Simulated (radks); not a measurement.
Charge is removed step by step from the 2p down level of the silicon ion Si3+, starting from [He] 2s2 2p(up 3, down 3) 3s1. Calculated with a radial shooting solver on a logarithmic mesh with Libxc functionals: scalar-relativistic Kohn-Sham, r2SCAN, spin-polarised, spherical densities, finite nucleus; open shells are filled with parallel spins first; meta-GGA in the generalised Kohn-Sham scheme; Fermi nuclear charge, rms radius 3.1224 fm.

| removed (e) | E - E(0) (eV) | eigenvalue (eV) | E minus straight line (eV) |
|---|---|---|---|
| 0 | 0.000 | -133.81 | 0.000 |
| 0.125 | 16.989 | -138.05 | -1.891 |
| 0.25 | 34.511 | -142.32 | -3.249 |
| 0.375 | 52.568 | -146.63 | -4.072 |
| 0.5 | 71.165 | -150.97 | -4.354 |
| 0.625 | 90.308 | -155.34 | -4.092 |
| 0.75 | 110.00 | -159.74 | -3.281 |
| 0.875 | 130.24 | -164.18 | -1.919 |
| 1 | 151.04 | -168.63 | 0.000 |

Removing the whole electron costs 151.04 eV by Delta-SCF, against 133.81 eV from minus the eigenvalue at the starting occupation. Slater's transition state (half an electron removed) gives 150.97 eV. Integrating minus the eigenvalue over the occupation (Janak's theorem) gives 151.05 eV. In this scalar-relativistic scheme the density is built from large components alone, so the theorem holds only approximately. The mean slope of the eigenvalue, de/dn, is 34.8 eV per electron.
